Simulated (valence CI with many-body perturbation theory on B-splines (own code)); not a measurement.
**E1 line list for Re V**

Calculated by configuration interaction combined with many-body perturbation theory (CI+MBPT): three valence electrons over a frozen Dirac-Fock core [Xe] 4f14, a basis of 7 s, 7 p, 8 d, 6 f, 4 g, 1 h functions for each j, with the one-electron correlation potential Σ1 (screened to all orders), the two-electron term Σ2, the three-electron term Σ3, Breit, model QED; selected single and double excitations, second order for the rest, scaled by the run's own slope (own B-spline code, finite nucleus).

Set against measurement, 69 paired levels are off by 1213 cm⁻¹ on average, the worst by 2255. These come from a selection out of Brasseur, Gamrath and Quinet, At. Data Nucl. Data Tables 157, 101636 (2024). Levels without a partner in it may be off by more, other configurations by 1,000 to 8,000 cm⁻¹. The list stops below the first excitations out of the core.

Lines 51 to 100 of 600 in falling wavelength, among levels below 255440 cm⁻¹, chosen from the strongest by gf and those to the six lowest levels. Wavelengths and rates use the calculated energies, so an error of 1000 cm⁻¹ moves a line at 1483 Å by 1.5 % and its rate by three times that or more. Electric multipoles are in the length gauge, E1 and E2 with the static RPA response of the core. Weak lines are less certain than strong ones. Lines between different terms over intervals too small for the method are left out, as are lines whose strength nearly cancels. Where a level lies close to another of its J and parity, the split of strength between their lines is uncertain. The highest levels of a list are the least certain.

Levels are named by their leading jj configuration (3d3/2^4 stands for four electrons in 3d with j = 3/2), which in mixed levels can hold well under half, so a name can repeat and another be missing. Letters in brackets count levels of one name in rising energy.

| λ vac (Å) | λ from measured levels | Upper | Lower | A (s⁻¹) | S (a.u.) with core polarisation | S without |
| --- | --- | --- | --- | --- | --- | --- |
| 1487 |  | (5d5/2^2 6p1/2) J=1/2 | (5d5/2^2 6s) J=1/2 | 6.13e+08 | 1.99e+00 | 2.46e+00 |
| 1483 | 1476 | (5d3/2^2 6p1/2) J=3/2 | (5d3/2^2 6s) J=3/2 | 2.43e+08 | 1.57e+00 | 1.94e+00 |
| 1469 | 1456 | (5d3/2 5d5/2 6p3/2) J=5/2 [d] | (5d5/2^2 6s) J=3/2 | 1.00e+08 | 9.42e-01 | 1.13e+00 |
| 1458 | 1454 | (5d3/2^2 6p3/2) J=3/2 [b] | (5d5/2^2 6s) J=5/2 | 1.47e+08 | 9.03e-01 | 1.12e+00 |
| 1453 | 1436 | (5d3/2 5d5/2 6p3/2) J=9/2 [b] | (5d5/2^2 6s) J=7/2 | 1.23e+08 | 1.87e+00 | 2.26e+00 |
| 1441 | 1426 | (5d3/2^2 6p3/2) J=7/2 | (5d3/2 5d5/2 6s) J=5/2 [a] | 1.59e+08 | 1.88e+00 | 2.26e+00 |
| 1438 | 1434 | (5d3/2 5d5/2 6p1/2) J=7/2 [a] | (5d3/2^2 6s) J=5/2 | 3.52e+08 | 4.13e+00 | 5.13e+00 |
| 1430 | 1426 | (5d3/2 5d5/2 6p1/2) J=3/2 [b] | (5d3/2 5d5/2 6s) J=5/2 [a] | 1.89e+08 | 1.09e+00 | 1.36e+00 |
| 1420 | 1413 | (5d3/2^2 6p3/2) J=7/2 | (5d5/2^2 6s) J=9/2 | 1.12e+08 | 1.27e+00 | 1.57e+00 |
| 1420 | 1402 | (5d3/2 5d5/2 6p3/2) J=9/2 [b] | (5d3/2 5d5/2 6s) J=9/2 | 8.21e+07 | 1.16e+00 | 1.42e+00 |
| 1415 | 1400 | (5d5/2^2 6p1/2) J=5/2 | (5d3/2 5d5/2 6s) J=3/2 [b] | 3.09e+08 | 2.59e+00 | 3.19e+00 |
| 1407 | 1402 | (5d3/2 5d5/2 6p1/2) J=5/2 [a] | (5d3/2^2 6s) J=5/2 | 1.06e+08 | 8.73e-01 | 1.09e+00 |
| 1407 | 1395 | (5d3/2 5d5/2 6p3/2) J=5/2 [a] | (5d3/2 5d5/2 6s) J=5/2 [b] | 2.01e+08 | 1.66e+00 | 2.04e+00 |
| 1404 | 1402 | (5d3/2 5d5/2 6p1/2) J=9/2 | (5d3/2 5d5/2 6s) J=7/2 [a] | 1.90e+08 | 2.59e+00 | 3.21e+00 |
| 1398 |  | (5d3/2 5d5/2 6p3/2) J=1/2 [b] | (5d5/2^2 6s) J=3/2 | 4.05e+08 | 1.09e+00 | 1.33e+00 |
| 1397 | 1383 | (5d3/2 5d5/2 6p3/2) J=7/2 [c] | (5d3/2 5d5/2 6s) J=7/2 [b] | 2.87e+08 | 3.08e+00 | 3.79e+00 |
| 1378 | 1373 | (5d3/2 5d5/2 6p1/2) J=7/2 [b] | (5d3/2 5d5/2 6s) J=7/2 [a] | 8.50e+07 | 8.77e-01 | 1.09e+00 |
| 1370 | 1361 | (5d3/2 5d5/2 6p3/2) J=7/2 [b] | (5d3/2 5d5/2 6s) J=5/2 [b] | 9.13e+07 | 9.27e-01 | 1.16e+00 |
| 1353 |  | (5d5/2^2 6p3/2) J=5/2 [a] | (5d5/2^2 6s) J=3/2 | 3.03e+08 | 2.23e+00 | 2.70e+00 |
| 1345 | 1333 | (5d3/2 5d5/2 6p3/2) J=3/2 [c] | (5d3/2 5d5/2 6s) J=1/2 | 7.74e+08 | 3.72e+00 | 4.48e+00 |
| 1341 | 1334 | (5d5/2^2 6p3/2) J=9/2 | (5d5/2^2 6s) J=7/2 | 6.47e+08 | 7.70e+00 | 9.42e+00 |
| 1338 | 1328 | (5d3/2 5d5/2 6p3/2) J=7/2 [a] | (5d3/2 5d5/2 6s) J=5/2 [a] | 2.60e+08 | 2.46e+00 | 2.99e+00 |
| 1327 | 1319 | (5d3/2 5d5/2 6p3/2) J=5/2 [a] | (5d3/2 5d5/2 6s) J=5/2 [a] | 2.87e+08 | 1.98e+00 | 2.41e+00 |
| 1325 | 1310 | (5d3/2 5d5/2 6p3/2) J=7/2 [c] | (5d3/2 5d5/2 6s) J=5/2 [b] | 4.21e+08 | 3.87e+00 | 4.72e+00 |
| 1322 | 1318 | (5d3/2 5d5/2 6p1/2) J=5/2 [b] | (5d3/2 5d5/2 6s) J=7/2 [a] | 1.42e+08 | 9.74e-01 | 1.21e+00 |
| 1322 | 1315 | (5d3/2 5d5/2 6p3/2) J=5/2 [d] | (5d5/2^2 6s) J=5/2 | 3.02e+08 | 2.07e+00 | 2.54e+00 |
| 1322 | 1317 | (5d3/2 5d5/2 6p3/2) J=5/2 [b] | (5d3/2 5d5/2 6s) J=7/2 [b] | 4.32e+08 | 2.95e+00 | 3.60e+00 |
| 1321 | 1310 | (5d3/2 5d5/2 6p3/2) J=5/2 [b] | (5d3/2 5d5/2 6s) J=3/2 [b] | 1.62e+08 | 1.10e+00 | 1.35e+00 |
| 1318 | 1312 | (5d3/2^2 6p3/2) J=7/2 | (5d3/2 5d5/2 6s) J=7/2 [a] | 1.21e+08 | 1.09e+00 | 1.35e+00 |
| 1312 | 1304 | (5d5/2^2 6p3/2) J=9/2 | (5d3/2 5d5/2 6s) J=9/2 | 5.27e+08 | 5.88e+00 | 7.25e+00 |
| 1308 | 1296 | (5d3/2 5d5/2 6p3/2) J=9/2 [b] | (5d3/2 5d5/2 6s) J=7/2 [b] | 6.56e+08 | 7.25e+00 | 8.71e+00 |
| 1307 |  | (5d3/2 5d5/2 6d3/2) J=9/2 | (5d3/2 5d5/2 6p3/2) J=9/2 [b] | 9.61e+07 | 1.06e+00 | 1.17e+00 |
| 1307 |  | (5d3/2 5d5/2 6d5/2) J=3/2 [a] | (5d3/2 5d5/2 6p3/2) J=3/2 [c] | 2.66e+08 | 1.17e+00 | 1.29e+00 |
| 1298 |  | (5d5/2^2 6d5/2) J=11/2 | (5d3/2 5d5/2 6p3/2) J=11/2 | 1.39e+08 | 1.80e+00 | 2.01e+00 |
| 1295 | 1294 | (5d3/2^2 6p3/2) J=5/2 | (5d3/2^2 6s) J=5/2 | 2.66e+08 | 1.71e+00 | 2.10e+00 |
| 1294 | 1289 | (5d3/2 5d5/2 6p3/2) J=7/2 [b] | (5d3/2 5d5/2 6s) J=5/2 [a] | 4.15e+08 | 3.55e+00 | 4.32e+00 |
| 1293 | 1282 | (5d3/2 5d5/2 6p3/2) J=3/2 [a] | (5d3/2^2 6s) J=1/2 | 2.27e+08 | 9.68e-01 | 1.19e+00 |
| 1293 |  | (5d5/2^2 6p3/2) J=3/2 [a] | (5d5/2^2 6s) J=3/2 | 1.11e+09 | 4.72e+00 | 5.69e+00 |
| 1288 |  | (5d5/2^2 6p3/2) J=7/2 [a] | (5d5/2^2 6s) J=7/2 | 2.76e+08 | 2.33e+00 | 2.84e+00 |
| 1285 | 1282 | (5d5/2^2 6p1/2) J=3/2 | (5d3/2 5d5/2 6s) J=5/2 [a] | 2.34e+08 | 9.79e-01 | 1.19e+00 |
| 1283 | 1278 | (5d3/2 5d5/2 6p3/2) J=3/2 [a] | (5d3/2 5d5/2 6s) J=5/2 [a] | 3.59e+08 | 1.50e+00 | 1.83e+00 |
| 1280 | 1278 | (5d3/2 5d5/2 6p3/2) J=7/2 [d] | (5d3/2 5d5/2 6s) J=7/2 [b] | 2.20e+08 | 1.82e+00 | 2.20e+00 |
| 1278 | 1274 | (5d3/2 5d5/2 6p1/2) J=7/2 [b] | (5d3/2^2 6s) J=5/2 | 1.65e+08 | 1.36e+00 | 1.67e+00 |
| 1276 |  | (5d5/2^2 6p3/2) J=5/2 [b] | (5d5/2^2 6s) J=3/2 | 1.75e+08 | 1.08e+00 | 1.30e+00 |
| 1274 |  | (5d3/2 5d5/2 6p3/2) J=1/2 [b] | (5d3/2 5d5/2 6s) J=1/2 | 4.54e+08 | 9.27e-01 | 1.12e+00 |
| 1270 | 1263 | (5d5/2^2 6p1/2) J=5/2 | (5d3/2 5d5/2 6s) J=5/2 [a] | 1.68e+08 | 1.02e+00 | 1.24e+00 |
| 1267 | 1260 | (5d3/2 5d5/2 6p3/2) J=1/2 [a] | (5d3/2 5d5/2 6s) J=3/2 [a] | 8.05e+08 | 1.62e+00 | 1.99e+00 |
| 1266 | 1259 | (5d3/2 5d5/2 6p3/2) J=3/2 [b] | (5d3/2 5d5/2 6s) J=3/2 [b] | 8.70e+08 | 3.48e+00 | 4.24e+00 |
| 1264 | 1263 | (5d5/2^2 6p1/2) J=9/2 | (5d5/2^2 6s) J=9/2 | 2.86e+08 | 2.85e+00 | 3.51e+00 |
| 1264 |  | (5d5/2^2 6p3/2) J=7/2 [a] | (5d5/2^2 6s) J=5/2 | 1.09e+09 | 8.69e+00 | 1.06e+01 |
